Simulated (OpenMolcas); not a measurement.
4f ions of charge +2 along the row

```
Program             : OpenMolcas
Method              : MS-CASPT2, IPEA 0.25 Eh, imaginary shift 0.1 Eh
Basis               : ANO-RCC-VQZP
Scalar Hamiltonian  : DKH2, point nucleus
Spin-orbit coupling : state interaction with AMFI integrals over the reference wave functions, term energies averaged over their components
```

Active space: the 4f shell; CASPT2 also correlates the outermost closed s and p core shells.

ζ = ±2S·A comes from the whole width of the ground multiplet by E(J) = (A/2) J(J+1), where its levels are at least 85 % pure. Energies in cm-1.

```csv
Ion,Configuration,Lowest level,Weight (%),g,"g, pure LS",Next level,E,E measured,ζ,ζ measured
Pr2+,4f³,⁴I°_9/2,97,0.733,0.727,⁴I°_11/2,1531,1398,749,685
Nd2+,4f⁴,⁵I₄,97,0.604,0.599,⁵I₅,1235,1138,851,784
Pm2+,4f⁵,⁶H°_5/2,96,0.297,0.284,⁶H°_7/2,894,,1008,
Sm2+,4f⁶,⁷F₀,92,,,⁷F₁,356,293,1282,1151
Tb2+,4f⁹,⁶H°_15/2,95,1.327,1.334,⁶H°_13/2,2960,2805,1612,1507
Dy2+,4f¹⁰,⁵I₈,94,1.243,1.251,⁵I₇,4320,,1755,
Ho2+,4f¹¹,⁴I°_15/2,98,1.197,1.200,⁴I°_13/2,5580,5439,,
```

Measured columns use the levels in Martin, Zalubas and Hagan, Atomic Energy Levels: The Rare-Earth Elements, NSRDS-NBS 60 (1978); the list in Maison, Palmeri and Quinet, J. Phys. B 58, 015001 (2025) (Pr2+); Ding et al., The Spectrum and Energy Levels of the Low-lying Configurations of Nd III (preprint, 2023) (Nd2+); Martin, Zalubas and Hagan, Atomic Energy Levels: The Rare-Earth Elements, NSRDS-NBS 60 (1978) (Sm2+, Tb2+); Martin, Zalubas and Hagan, Atomic Energy Levels: The Rare-Earth Elements, NSRDS-NBS 60 (1978); whole-number values converted from NIST levels in rydberg listed in Nahar, Atoms 12, 24 (2024) (Ho2+).

The computed ζ goes from 749 (Pr2+) to 1755 cm-1 (Dy2+), a factor of 2.34, rising at every step. It departs from the measured column by +7 to +11 %.

Term energies are means over components that CASPT2 splits; among the low terms the widest spread is 1600 cm-1 (4f³ ²L°, Pr2+). High states are left out of the spin-orbit mixing, which shifts the levels that they would mix with. The CASPT2 spread within a term exceeds the gap to the next term for 4f³ ⁴S° and 4f³ ⁴F°, 4f³ ²I° and 4f³ ²L°, 4f³ ²L° and 4f³ ⁴D°, so the order of their levels is uncertain, and so are names and mixing where such terms share a J (figures for Pr2+; the like holds for Nd2+, Pm2+, Dy2+, Ho2+). Blocks of more than 70 roots (2S+1 = 2 odd) ran without multistate coupling (holds for Pr2+; Ho2+). Some levels mix across a computed gap that differs much from the measured one, so their mixing is not that of the real levels (holds for Pr2+; Nd2+). Some terms miss by over 15 % even with CASPT2, which points to a basis or an active space too small for the shells correlated (holds for Pr2+; Nd2+). Blocks of more than 70 roots (2S+1 = 3 even, 1 even) ran without multistate coupling (holds for Nd2+; Dy2+). Blocks of more than 70 roots (2S+1 = 4 odd, 2 odd) ran without multistate coupling (holds for Pm2+; Tb2+). Blocks of more than 70 roots (2S+1 = 5 even, 3 even) ran without multistate coupling (holds for Sm2+). Terms from blocks run as CI alone lack orbitals of their own (holds for Sm2+). Measured partners are found by configuration, term and J. A level has none where our copy of the source lacks it or the pairing is in doubt (some pairs that miss far off the trend of their configuration count as doubtful), and it then counts in no deviation. Levels of configurations outside the active space are missing.

° marks odd parity.
